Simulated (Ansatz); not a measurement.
A made-up structure of CH₄AlI, singlet:

Al1  (-0.641, 0.114, -0.581)
C2  (0.376, 0.311, 0.636)
I3  (1.205, -1.775, -0.127)
H4  (-2.006, -0.627, -0.102)
H5  (-0.083, 0.804, -1.943)
H6  (-0.042, 0.125, 1.648)
H7  (1.191, 1.046, 0.469)
(Å)

It is relaxed with PBE-D4/def2-SVP and then PBE0-D4/def2-TZVP (Ansatz 0.2.0). Atoms count as bonded within 1.22 times the sum of their covalent radii (H–H: 0.88 Å). The end point is not checked to be a true minimum.

(1) Does its bonding change? (A judgement: the text doesn't fix the answer.)

Answers

(1) The calculation gives: No: no bond forms or breaks.

Where it ends: The first stage lowers the energy by 2.20 eV in 7 steps. It ends as CH₄AlI ([CH2]1[AlH2][I]1):
```xyz
7
angstrom
Al -0.7822 0.1159 -0.7271
C 0.5040 0.2800 0.7449
I 1.2823 -1.6533 0.0512
H -2.1763 -0.5642 -0.4144
H -0.3959 0.7639 -2.1181
H 0.2134 0.1032 1.7777
H 1.3547 0.9546 0.6856
```

Labels in which every atom is bracketed show which atoms are joined, not bond orders.

For scale, one of the runs: PBE0-D4/def2-TZVP relaxation, 142 basis functions, launched by `ansatz run in.yaml --threads 2 --pin off --events-out ev --progress --plain --max-ram 4352MiB`. Hardware: 2 CPU threads of an AMD EPYC 9R45, shared host. Wall time about 8.5 s.
